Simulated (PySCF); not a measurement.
Si(H)2(OMe)(SeH) (CH6OSeSi), SMILES CO[SiH2][SeH].

Coordinates come from a B3LYP-D3(BJ)/def2-SVP optimisation. The structure was generated by enumeration, and PubChem lists no compound with its InChIKey, so it may never have been made. One conformer was computed; it need not be the lowest.

All values below come from PySCF with TDDFT-PBE/def2-SVPD.

Vertical excitations. Isolated molecule, no solvent.

Computed UV-visible absorptions:
```tsv
state	energy (eV)	λ (nm)	f	main pairs
S1	5.11	243	0.013	HOMO→LUMO 99 %
S2	5.51	225	0.032	HOMO→LUMO+1 98 %
S3	5.75	216	0.004	HOMO−1→LUMO 95 %
S4	5.85	212	0.020	HOMO→LUMO+2 84 %
S5	6.28	197	0.050	HOMO→LUMO+3 47 %, HOMO−1→LUMO+1 43 %
S6	6.33	196	0.048	HOMO→LUMO+3 47 %, HOMO−1→LUMO+1 34 %, HOMO−2→LUMO 9 %
S7	6.43	193	0.004	HOMO−2→LUMO 89 %
S8	6.48	191	0.003	HOMO−1→LUMO+2 96 %
S9	6.60	188	0.001	HOMO→LUMO+4 95 %
S10	6.88	180	0.057	HOMO→LUMO+5 96 %
T1	4.73	262	0	HOMO→LUMO 99 %
T2	5.15	241	0	HOMO→LUMO+1 99 %
T3	5.43	228	0	HOMO→LUMO+2 97 %
T4	5.61	221	0	HOMO−1→LUMO 96 %
```
Triplets are in the Tamm–Dancoff approximation, which puts them higher than full response would, so one can lie above its singlet here.
